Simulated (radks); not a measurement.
Problem. Method: scalar-relativistic Kohn-Sham, LB94 model potential, spin-polarised, spherical densities, finite nucleus; open shells are filled with parallel spins first; Fermi nuclear charge, rms radius of each element as measured or else 0.836 A^(1/3) + 0.57 fm; computed with a radial shooting solver on a logarithmic mesh with Libxc functionals. Response by self-consistent Sternheimer equations with the Hartree and adiabatic LDA kernel, the relativistic mass of each level held fixed and spin-orbit coupling left out. Rank Be+, Be3+, Be, Be2+ (NIST ground configurations) by static dipole polarisability, largest first.

Solution. Be 42.85, Be+ 22.41, Be2+ 0.05388, Be3+ 0.01837 bohr^3.
